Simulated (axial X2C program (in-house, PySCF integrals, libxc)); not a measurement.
## PdH⁺: from Re and ωe to a spectrum

A bond curve at the PBE0 level, two-component, was computed with an axial X2C code built on PySCF integrals (basis Pd dyall-cv3z [12s12p8d5f3g], H dyall-v3z [6s2p1d] (cores contracted in-house)) for the state Ω = 0 (closed shell). Its fit gives Re = 1.4600 Å, ωe = 2351.2 cm⁻¹, ωexe = 44.3 cm⁻¹ and αe = 2.362e-01 cm⁻¹; the masses are 105.9035 and 1.0078 u. Two-component means X2C with spin–orbit coupling and atomic mean-field Coulomb and Gaunt terms.

(1) Find the reduced mass, Be and the force constant.

(2) Where do the fundamental and the first overtone lie?

(3) A Morse curve ties αe to the other constants (Pekeris). How well does that hold?

(4) Give B0, the J = 1←0 line in GHz and the most populated J at 300 K (kT = 208.5 cm⁻¹).

(5) Scale the constants to the deuteride (D 2.0141 u) within the Born–Oppenheimer picture.

One determinant describes the state; a PBE0 search over occupations chose it and may have missed a lower one.

## Answers

(1) From the PBE0 values: μ = 0.9983 u. Be = 16.8576/(μ Re²) = 7.922 cm⁻¹. k = 5.8918×10⁻⁷ μ ωe² = 3.25 mdyn/Å.

(2) ν(1←0) = ωe − 2ωexe = 2262.6 cm⁻¹; ν(2←0) = 2ωe − 6ωexe = 4436.6 cm⁻¹.

(3) αe(Morse) = 6Be²/ωe × (√(ωexe/Be) − 1) = 2.186e-01 cm⁻¹; the PBE0 curve gives 2.362e-01 cm⁻¹, a ratio of 0.93.

(4) B0 = Be − αe/2 = 7.804 cm⁻¹; 2B0 = 467.9 GHz; J(max) ≈ √(kT/2B0) − 1/2 = 3.2, so J = 3.

(5) ρ = √(μH/μD) = 0.7107; ωe = 1671.0, ωexe = 22.4, Be = 4.001 cm⁻¹; the zero-point energy falls by 335 cm⁻¹.
